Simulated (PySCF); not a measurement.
# [Lu(H2O)3]3+ at several levels of theory

Computed with PySCF 2.14.0 (density fitting, no spin-orbit coupling) at the geometry relaxed with PBE0:

```xyz
10
[Lu(H2O)3]3+ (singlet in the valence; each metal's 4f electrons, 14 of them, lie in its core potential, out of spins and levels)
Lu    0.0000    0.0000    0.0000
O     2.1871    0.0000    0.0000
H     2.8040   -0.7227    0.2766
H     2.8040    0.7227   -0.2766
O    -1.0935    1.8941    0.0000
H    -0.7761    2.7897    0.2766
H    -2.0278    2.0670   -0.2766
O    -1.0936   -1.8941    0.0000
H    -2.0279   -2.0670    0.2766
H    -0.7762   -2.7897   -0.2766
```

```
    level                                                 basis    state  HOMO (eV)  gap (eV)  charge on Lu1 (e)  population of f-type functions on Lu1 (polarisation alone where 4f lies in the core)  dipole about the centre of mass (D)  largest force component (eV/Å)
     PBE0     Lu lcecp-1-SVP with ECP60, O def2-SVP, H def2-SVP  singlet     -25.68      8.32               1.90                                                                                  0.05                                 0.00                            0.01
CAM-B3LYP                                              the same  singlet     -27.18     10.69               1.87                                                                                  0.05                                 0.00                            0.14
     PBE0  Lu lcecp-1-TZVP with ECP60, O def2-TZVP, H def2-TZVP  singlet     -25.67      8.36               2.15                                                                                  0.05                                 0.00                            0.32
```

In the lcecp rows the 4f levels are missing from HOMO and gap, and the state counts the valence alone.

Charges are Mulliken's, which hang on the basis. The relaxation used the grid (50, 194), these runs (75, 302) or, all-electron (x2c bases, spin-free X2C Hamiltonian), (99, 590).

A further run in the first row's basis gives HOMO (eV) -23.91, gap (eV) 5.91, charge on Lu1 (e) 1.82, population of f-type functions on Lu1 (polarisation alone where 4f lies in the core) 0.04, dipole about the centre of mass (D) 0.00, largest force component (eV/Å) 0.41. Which level was it?
A. TPSS
B. BLYP
C. B3LYP

A. The others give HOMO -23.70 eV (BLYP); -25.35 eV (B3LYP).

In the first row's basis the gap widens with exact exchange: 5.3 to 5.9 eV for BLYP, TPSS (none); 7.6 to 8.3 eV for B3LYP, PBE0 (a fixed share); 10.7 eV for CAM-B3LYP (rising or full at long range).

A frequency check found unstable modes (1, the lowest at -21 cm⁻¹), so the relaxed geometry is a saddle point, or these are noise. An lcecp potential fixes the number of 4f electrons, so in runs with it no electron can move into or out of that shell.
